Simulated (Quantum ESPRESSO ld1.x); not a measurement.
All-electron atom: V4+ in [Ar] 4d1 (not the ground configuration). Method: Dirac Kohn-Sham, BLYP, spin-unpolarised, spherical densities, point nucleus; open shells fill j = l - 1/2 first; computed with ld1.x of Quantum ESPRESSO 7.5. Some entries of the table are withheld. Estimate them.

orbital,occ.,eigenvalue (Ry),<r^2> (bohr^2)
1s1/2,2,-399.418,(1)
2s1/2,2,(2),0.1122
2p1/2,2,-42.5347,0.09134
2p3/2,4,-42.0130,0.09307
3s1/2,2,-9.83157,0.9457
3p1/2,2,(3),(4)
3p3/2,4,(5),(6)
3d3/2,0,(7),1.257
3d5/2,0,(8),1.262
4s1/2,0,-3.21508,5.520
4d3/2,1,-1.91063,(9)
4d5/2,0,-1.90906,(10)

Answer. 
(1) 1s1/2 <r^2> (bohr^2): 0.005937
(2) 2s1/2 eigenvalue (Ry): -49.4952
(3) 3p1/2 eigenvalue (Ry): -7.88757
(4) 3p1/2 <r^2> (bohr^2): 1.035
(5) 3p3/2 eigenvalue (Ry): -7.81663
(6) 3p3/2 <r^2> (bohr^2): 1.049
(7) 3d3/2 eigenvalue (Ry): -4.78941
(8) 3d5/2 eigenvalue (Ry): -4.78123
(9) 4d3/2 <r^2> (bohr^2): 9.702
(10) 4d5/2 <r^2> (bohr^2): 9.719
